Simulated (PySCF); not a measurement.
System: H₂Te, singlet: symmetric bend, bond length relaxed. Scanned: H-Te-H angle. Other coordinates (Te-H bond length) were minimised at B3LYP/def2-TZVP.

The free coordinates were minimised at B3LYP/def2-TZVP in PySCF; the energy column is CCSD(T) on RHF/def2-TZVP, 4 core orbitals frozen, def2 effective core potentials past Kr run with PySCF, in mEh.

```
a / °  Te-H bond length / Å      E
-----  --------------------  -----
180                   1.597      —
172                   1.630  118.5
164                   1.675  101.4
156                   1.684   83.1
148                   1.682   65.7
140                   1.677   49.7
132                   1.672   35.7
124                   1.667   23.7
116                   1.664   14.0
108                   1.662    6.7
100                   1.661    2.0
92                    1.661    0.0
84                    1.663    0.9
76                    1.667    4.8
68                    1.674   11.8
60                    1.683   21.5
```

A dash means that the run gave no value there, or that the column was ended at a point which the program doubted or which failed a test of continuity chosen for this set; such a test can also cut sound points.
